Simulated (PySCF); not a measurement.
Input for PySCF:
```python
from pyscf import gto, scf, dft
from pyscf.prop import polarizability

mol = gto.M(
    atom='''
B    -0.277894   -0.452757   -0.034767
Cl   -0.759505   -1.039558    1.521672
N     0.474313    0.751684   -0.125159
C     1.033410    1.707828    0.315866
O     1.600274    2.660625    0.625402
O    -0.638822   -1.165212   -1.091043
C    -0.345737   -0.858788   -2.438530
H     0.236827   -1.681994   -2.855120
H    -1.289551   -0.774124   -2.979315
H     0.215934    0.073063   -2.522938
''',
    basis='6-31g',
    charge=0,
    spin=0,
    verbose=3,
)

mf = dft.RKS(mol)
mf.xc = 'camb3lyp'
mf.kernel()
alpha = mf.Polarizability().polarizability()[2, 2]
print('alpha_zz =', alpha)
```

Question: Predict the nuclear repulsion energy from CAMB3LYP/6-31G, polarisability in PySCF.

Answer: 316.9941 Eh

Question: What is the computed number of basis functions (CAMB3LYP/6-31G, polarisability)?

Answer: 73

Question: Give the polarisability along z at the level CAMB3LYP/6-31G, polarisability.

Answer: 53.8 bohr³

Question: What is the computed Mulliken (on the basis functions themselves) charges in atom order (CAMB3LYP/6-31G, polarisability)?

Answer: B1 0.45, Cl2 -0.07, N3 -0.36, C4 0.39, O5 -0.27, O6 -0.47, C7 -0.18, H8 0.17, H9 0.17, H10 0.16
